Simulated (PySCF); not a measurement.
## Dipole moment and polarisability of (F)3Zr-NH-SiH3

(F)3Zr-NH-SiH3 (singlet state).
Structure used (PBE0-D3(BJ)/def2-SVP), in Å, numbered top down from 1:
```
atom  x, y, z in Å
Zr1   -0.6049    1.4591   -0.6424
F2    -2.1746    1.1185   -1.6690
F3    -1.0941    2.0378    1.1037
F4     0.4652    2.6944   -1.6207
N5     0.4675   -0.2510   -0.4699
Si6    0.5007   -1.4157    0.8414
H7     1.0842   -0.4993   -1.2470
H8     0.0910   -2.7794    0.3861
H9    -0.4689   -0.9199    1.8625
H10    1.8584   -1.5211    1.4597
```

Level: wB97X-D/def2-SVPD (PySCF), static field, nuclei fixed, core orbitals frozen in the response. The polarisability tensor in these axes (au):

```
x   67.05 -7.51  2.98
y   -7.51 79.69 -7.89
z    2.98 -7.89 67.54
```

Task: Give the principal values, the mean and the anisotropy Δα = √{½[(α1 − α2)² + (α2 − α3)² + (α1 − α3)²]}.

Result: Principal values 63.12, 64.31 and 86.85 au; mean 71.43 au = 10.58 Å³ = 11.78 × 10⁻⁴⁰ C²·m²/J; Δα = 23.16 au (32 % of the mean).

Task: What is the dipole moment, and where does it point?

Result: (1.41, -1.43, -0.12) D, 2.02 D in size, pointing from the negative to the positive side. Measured along this direction, the outermost atoms are F3 and F2 at the negative end and H10 at the positive end.

Task: Find the Langevin capture rate constant for O2+ (31.990 u) meeting this molecule (192.911 u), k = 2.342 × 10⁻⁹ cm³/s × √(α in Å³ / reduced mass in u).

Result: The reduced mass is 27.44 u, so k = 1.45 × 10⁻⁹ cm³/s. The formula leaves out the permanent dipole, which adds to the capture rate.

Task: In TDDFT the mean static polarisability is Σ f/ω² over all singlet excitations (ω in hartree). How much of it do the 10 lowest give? Their energies (eV) and oscillator strengths: 5.68, 0.0011; 6.49, 0.0801; 6.59, 0.0358; 7.03, 0.0064; 7.10, 0.0044; 7.54, 0.0253; 7.61, 0.0558; 7.90, 0.0009; 8.22, 0.0109; 8.31, 0.0001.

Result: They add up to 3.38 au, 4.7 % of the 71.43 au; the largest single term is 1.41 au, from the state at 6.49 eV. Terms in order: 0.02, 1.41, 0.61, 0.10, 0.06, 0.33, 0.71, 0.01, 0.12, 0.00 au. Higher excitations give the rest. The strengths listed sum to 0.221.

Task: What would n − 1 = 2πNα be for an ideal gas of these molecules at 273.15 K and 1 atm, electronic part alone?

Result: N = p/kT = 2.6868 × 10¹⁹ cm⁻³, so n − 1 = 2π × N × 10.58 × 10⁻²⁴ cm³ = 1787 × 10⁻⁶ at long wavelengths, for an ideal gas.

Task: What molar refraction does this α imply?

Result: Lorentz–Lorenz: R = (4π/3)N_A α = 2.5225 cm³/(mol·Å³) × 10.58 Å³ = 26.7 cm³/mol, in the limit of long wavelengths.

Task: Orientational against electronic polarisability at 250 K (dilute gas, rigid molecules)?

Result: In Gaussian units μ²/3kT = 39.34 Å³ against 10.58 Å³, a ratio of 3.72; the Debye molar polarisation (4π/3)N_A(α + μ²/3kT) is 125.9 cm³/mol, leaving out the vibrational part.

Isolated species at its PBE0-D3(BJ)/def2-SVP geometry, gas phase. Atoms past krypton carry effective core potentials; spin–orbit coupling is left out.
